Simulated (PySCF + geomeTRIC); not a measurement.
Calculation: PySCF + geomeTRIC with B3LYP-D3(BJ)/def2-TZVP. fastk is a local helper that only speeds up exchange builds. No frequencies were computed at this level.

```python
import json, numpy as np
from pyscf import gto, dft
from fastk import lowrank_exchange
atoms = """
S      1.363411    -0.760990    -0.315578
Sn    -0.684384    -0.012794     0.842324
H      1.986862     0.408069    -0.305296
H     -1.770341    -1.135840    -0.069311
H     -0.895547     1.501555    -0.152139
"""
def scf(charge, spin, dm0=None):
    mol = gto.M(atom=atoms, basis='def2-tzvp', ecp={'Sn': 'def2-tzvp'}, charge=charge, spin=spin, verbose=3, max_memory=15120)
    mf = dft.KS(mol, xc='b3lyp').density_fit(auxbasis="def2-universal-jkfit")
    mf.disp = 'd3bj'
    mf.grids.level = 3
    mf.conv_tol = 1e-8
    mf.max_cycle = 60
    mf.kernel(dm0)
    if not mf.converged:
        mf = mf.newton().run(mf.mo_coeff, mf.mo_occ).undo_soscf()
    return mf
mf = scf(0, 1)
lowrank_exchange(mf)  # same exchange matrices as the stock routine, built faster for response steps
mo, _, stable, _ = mf.stability(return_status=True)
if not stable:
    mf.kernel(mf.make_rdm1(mo, mf.mo_occ))
del mf.get_jk
from pyscf.geomopt.geometric_solver import kernel as optimize
path = []
done, mol = optimize(mf, maxsteps=80, assert_convergence=False, callback=lambda env: path.append((env["energy"], bool(env["g_scanner"].converged))))
res = dict(converged=bool(done and path[-1][1]), energy=path[-1][0], path=[e for e, c in path], xyz=mol.atom_coords(unit="Angstrom").tolist(), nao=mol.nao)
json.dump(res, open("result.json", "w"))
```

Output:

```
converged SCF energy = -614.384936389949  <S^2> = 0.75546048  2S+1 = 2.005453
<class 'pyscf.df.df_jk.DFUKS'> wavefunction is stable in the internal stability analysis
Geometry optimization cycle 1
converged SCF energy = -614.384936386285  <S^2> = 0.75546076  2S+1 = 2.0054533
cycle 1: E = -614.384936386  dE = -614.385  norm(grad) = 0.040396
Geometry optimization cycle 2
converged SCF energy = -614.391277266436  <S^2> = 0.75363901  2S+1 = 2.0036357
cycle 2: E = -614.391277266  dE = -0.00634088  norm(grad) = 0.0107065
Geometry optimization cycle 3
converged SCF energy = -614.392436145924  <S^2> = 0.75303843  2S+1 = 2.0030361
cycle 3: E = -614.392436146  dE = -0.00115888  norm(grad) = 0.00296653
Geometry optimization cycle 4
converged SCF energy = -614.392460486994  <S^2> = 0.75310308  2S+1 = 2.0031007
cycle 4: E = -614.392460487  dE = -2.43411e-05  norm(grad) = 0.000439367
Geometry optimization cycle 5
converged SCF energy = -614.392463943111  <S^2> = 0.75310201  2S+1 = 2.0030996
cycle 5: E = -614.392463943  dE = -3.45612e-06  norm(grad) = 0.000294302
Geometry optimization cycle 6
converged SCF energy = -614.392468231533  <S^2> = 0.7530984  2S+1 = 2.003096
cycle 6: E = -614.392468232  dE = -4.28842e-06  norm(grad) = 0.000384416
Geometry optimization cycle 7
converged SCF energy = -614.392469129025  <S^2> = 0.7530967  2S+1 = 2.0030943
cycle 7: E = -614.392469129  dE = -8.97491e-07  norm(grad) = 0.000193147
Geometry optimization cycle 8
converged SCF energy = -614.392469571374  <S^2> = 0.75309604  2S+1 = 2.0030936
cycle 8: E = -614.392469571  dE = -4.42349e-07  norm(grad) = 0.000103952
Geometry optimization cycle 9
converged SCF energy = -614.392469598821  <S^2> = 0.75309664  2S+1 = 2.0030942
cycle 9: E = -614.392469599  dE = -2.74465e-08  norm(grad) = 0.000142586
<class 'geometric.internal.Distance'> : 4
<class 'geometric.internal.Angle'> : 4
<class 'geometric.internal.Dihedral'> : 2
<class 'geometric.internal.TranslationX'> : 1
<class 'geometric.internal.TranslationY'> : 1
<class 'geometric.internal.TranslationZ'> : 1
<class 'geometric.internal.RotationA'> : 1
<class 'geometric.internal.RotationB'> : 1
<class 'geometric.internal.RotationC'> : 1
Step    0 : Gradient = 1.807e-02/3.080e-02 (rms/max) Energy = -614.3849363863
Step    1 : Displace = 7.812e-02/1.288e-01 (rms/max) Trust = 1.000e-01 (=) Grad = 4.788e-03/8.636e-03 (rms/max) E (change) = -614.3912772664 (-6.341e-03) Quality = 1.261
Step    2 : Displace = 6.562e-02/9.770e-02 (rms/max) Trust = 1.414e-01 (+) Grad = 1.327e-03/1.719e-03 (rms/max) E (change) = -614.3924361459 (-1.159e-03) Quality = 0.957
Step    3 : Displace = 6.704e-03/7.605e-03 (rms/max) Trust = 2.000e-01 (+) Grad = 1.965e-04/2.634e-04 (rms/max) E (change) = -614.3924604870 (-2.434e-05) Quality = 1.054
Step    4 : Displace = 3.577e-03/5.121e-03 (rms/max) Trust = 2.828e-01 (+) Grad = 1.316e-04/1.939e-04 (rms/max) E (change) = -614.3924639431 (-3.456e-06) Quality = 1.671
Step    5 : Displace = 8.981e-03/1.306e-02 (rms/max) Trust = 3.000e-01 (+) Grad = 1.719e-04/2.785e-04 (rms/max) E (change) = -614.3924682315 (-4.288e-06) Quality = 1.260
Step    6 : Displace = 3.328e-03/5.089e-03 (rms/max) Trust = 3.000e-01 (=) Grad = 8.638e-05/1.416e-04 (rms/max) E (change) = -614.3924691290 (-8.975e-07) Quality = 1.382
Step    7 : Displace = 3.179e-03/4.866e-03 (rms/max) Trust = 3.000e-01 (=) Grad = 4.649e-05/7.757e-05 (rms/max) E (change) = -614.3924695714 (-4.423e-07) Quality = 0.792
Step    8 : Displace = 1.186e-03/1.721e-03 (rms/max) Trust = 3.000e-01 (=) Grad = 6.377e-05/1.143e-04 (rms/max) E (change) = -614.3924695988 (-2.745e-08) Quality = 0.115
Converged! =D
```

Cost: around 4 core-minutes (rough).
